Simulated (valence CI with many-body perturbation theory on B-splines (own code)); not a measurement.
Values are calculated unless marked as measured or tabulated.
## Sensitivity of CI+MBPT for Eu XXXII

Level of theory: relativistic CI+MBPT: four valence electrons over a frozen Dirac-Fock core [Ar] 3d10, a basis of 6 s, 6 p, 5 d, 3 f, 1 g functions for each j, with the one-electron correlation potential Σ1, the two-electron term Σ2, the three-electron term Σ3, Breit, model QED; selected CI, second order for the rest, scaled by the run's own slope (own B-spline code, finite nucleus).

No measured spectrum was set against this ion. As an estimate, large intervals hold to a few tenths of a per cent, small ones and those within an open d or f shell to about a per cent.

The reference run has the lowest level (4s^2 4p1/2^2) J=0 and an ionisation energy of 1250.98 eV. Its largest variational space holds 9987 state functions.

Levels are named by their leading jj configuration (3d3/2^4 stands for four electrons in 3d with j = 3/2), which in mixed levels can hold well under half, so a name can repeat and another be missing. Letters in brackets count levels of one name in rising energy.

Changed runs:
A. correlating orbitals by l 3 3 3 2 1 → 4 4 3 0 0; cutoff of virtual states (hartree) 7938 → 68000
B. screening of Σ1 on → off
C. scale of Σ1 1 → 0; scale of Σ2 1 → 0; three-electron term on → off; highest l with Σ1, explicit Σ2 and valence Breit (higher l get mean screening factors) 3 → 1
D. scale of Σ2 1 → -1 (bad on purpose)

Excitation energies of the reference run in cm⁻¹, and shifts in cm⁻¹:

```
                     Level  Reference      A      B      C       D
    (4s^2 4p1/2 4p3/2) J=1     294031   -234    +89  -2538   -2226
    (4s^2 4p1/2 4p3/2) J=2     320822   +141    +90  -2070   -1384
        (4s^2 4p3/2^2) J=2     635009    +31   +180  -4322   -3147
        (4s^2 4p3/2^2) J=0     694711   +501   +180  -3115   -1045
    (4s 4p1/2^2 4p3/2) J=2     852258   -333    +97  -3841   -5375
    (4s 4p1/2^2 4p3/2) J=1     944842   +224    +98    -21   +1889
(4s 4p1/2 4p3/2^2) J=2 [a]    1122750   -509   +175  -6742   -8614
    (4s 4p1/2 4p3/2^2) J=3    1175370   -127   +178  -5434   -6149
    (4s^2 4p1/2 4d3/2) J=2    1206410   +128    +93  -2409   -2602
    (4s 4p1/2 4p3/2^2) J=0    1231090   +225   +182  -3867   -3115
(4s 4p1/2 4p3/2^2) J=1 [a]    1255130   +176   +175  -1302   +1542
(4s 4p1/2 4p3/2^2) J=1 [b]    1295140   +528   +170  +3001  +10314
    Ionisation energy (eV)    1250.98  -0.10  +0.08  -1.58   -0.14
```
